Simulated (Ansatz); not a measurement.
```yaml
crystal:
  periodic: [false, false, false]
  atoms:
    - {symbol: C, position_ang: [0.157845, 1.211035, -0.246330]}
    - {symbol: C, position_ang: [0.320093, -0.230528, 0.044792]}
    - {symbol: S, position_ang: [1.775464, -0.957645, 0.183259]}
    - {symbol: Zn, position_ang: [-0.856305, -1.743387, 0.358568]}
    - {symbol: H, position_ang: [-0.435715, 1.335989, -1.159195]}
    - {symbol: H, position_ang: [-0.428282, 1.682472, 0.550789]}
    - {symbol: H, position_ang: [1.114600, 1.729068, -0.355588]}
    - {symbol: H, position_ang: [-1.647700, -3.026994, 0.623694]}
basis:
  gaussian: {orbitals: def2-TZVPD, nuclear_model: gaussian}
magnetization: {spin_polarized: true, initial_magnetization: 3}
hamiltonian: {xc: {name: wB97X-V}}
output: {forces: true}
```

```sh
$ ansatz run in.yaml --threads 4 --pin off --events-out ev --progress --plain --max-ram 10444MiB
```

Shortened log:

```
Error: a molecule whose nuclei and cores have a total charge of 62 cannot have a net charge of 0 together with 3 unpaired electrons
```

**Question.** What is wrong with this run?

**Answer.** The number of unpaired electrons doesn't fit the electron count. The input was rejected before any iteration.
